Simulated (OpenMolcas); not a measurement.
## Ag3+ in a point-charge field

Ag3+ among 3 point charges of -1.5 e arranged as a planar triangle (D3h), 1.71 Å from the ion.

| Item | Value |
| --- | --- |
| Program | OpenMolcas |
| Method | SS-CASPT2, IPEA 0.25 Eh, imaginary shift 0.1 Eh (closed shells correlated: 4s 4p) |
| Basis | ANO-RCC-VTZP [7s6p4d2f1g] |
| Scalar Hamiltonian | DKH2, point nucleus |
| Active space | 8 electrons in 5 orbitals (4d) |
| State averaging | 2S+1 = 3 even, 10 roots; 2S+1 = 1 even, 15 roots |
| Spin-orbit coupling | state interaction with AMFI integrals over the reference wave functions |

The lowest spin-free states (labels of D3, the rotations of D3h), above the lowest:

```
State  Degeneracy  E (cm-1)  Free-ion L (%)
  3A2           1         0          F (56)
  3A2           1      2380         F (100)
  3A1           1      2380         F (100)
   3E           2      5210         F (100)
   3E           2      5310          F (91)
  1A1           1      9300          D (90)
   1E           2      9740         G (100)
   1E           2     13980          D (92)
   1E           2     17250          D (84)
  3A2           1     18100          P (56)
  1A1           1     20240         G (100)
  1A2           1     20260         G (100)
   3E           2     25540          P (91)
   1E           2     30060          G (84)
   1E           2     33600          G (92)
  1A1           1     34440          G (96)
  1A1           1     53300          S (94)
```

The lowest levels with spin-orbit coupling:

```
E (cm-1)  Degeneracy  Label      2S+1               g
       0           1     A1         3                
     880           2      E         3  0.00 0.00 9.92
     940           2      E         3  0.00 0.00 3.71
    2720           1     A1         3                
    2720           1     A2         3                
    3910           2      E         3  0.00 0.00 4.66
    6120           2      E         3  0.00 0.00 1.68
    6190           1     A1         3                
    6190           1     A2         3                
    6330           2      E         3  0.00 0.00 3.11
    7070           1     A1  3 (77 %)                
    8040           1     A2         3                
    8880           2      E         3  0.00 0.00 4.26
    9050           2      E  3 (85 %)  0.00 0.00 0.77
   11810           2      E         1  0.00 0.00 8.03
   13230           1     A1  1 (70 %)                
   15780           2      E  1 (62 %)  0.00 0.00 2.30
   18900           2      E  1 (85 %)  0.00 0.00 4.12
   19760           1     A1         3                
   20870           2      E  3 (78 %)  0.00 0.00 3.46
```

Powder χT (cm3 K/mol): 0.00647 at 2 K, 0.0323 at 10 K, 0.162 at 50 K, 0.323 at 100 K, 0.655 at 200 K, 1.01 at 300 K. The effective moment at 300 K is 2.828 √(χT) = 2.85 μB.

The lowest level has 2S+1 = 3, for which the spin-only value is χT = S(S+1) / 2 = 1.000 cm3 K/mol (g = 2). The computed 1.015 at 300 K differs by +0.015, through orbital momentum, spin-orbit coupling and any other state in reach.

Roots that are degenerate in the reference are averaged as groups; the widest CASPT2 spread within a group is 77 cm-1 (the 2-fold group of multiplicity 3 near 5210 cm-1 above the lowest state of its run). Shifts and gaps below about the spread of the groups concerned are not significant. Real 4d8 and 5d8 ions are as a rule square planar and diamagnetic. Free-ion shares, where given, are those of the reference states; single-state CASPT2 does not remix them. Point charges carry no covalency, so the field is a model and not that of real ligands. No measured value stands beside these numbers.

With an even number of electrons the g values are those of a degenerate or nearly degenerate non-Kramers pair.
